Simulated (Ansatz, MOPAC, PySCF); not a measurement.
Protons, H atoms and electrons added to or taken from Cl[SiH3]. Gas-phase values, no solvent. Strings in code marks are SMILES.

Quantity: vertical ionisation energy (energy after one electron is removed minus that of the parent at the parent's geometry), in eV.

Level 1: frozen-core CCSD(T)/cc-pVTZ // r2SCAN-D4/def2-TZVP (Ansatz, an electronic-structure program)
Level 2: minus the HOMO energy of HF/STO-3G // r2SCAN-D4/def2-TZVP (PySCF)
Level 3: minus the HOMO energy of PM3 // r2SCAN-D4/def2-TZVP (MOPAC)
Level 4: minus the HOMO energy of PM6 // r2SCAN-D4/def2-TZVP (MOPAC)

| species | level 1 | level 2 | level 3 | level 4 |
|---|---|---|---|---|
| `[SiH3]Cl` | 11.70 | 10.15 | 10.23 | 11.11 |
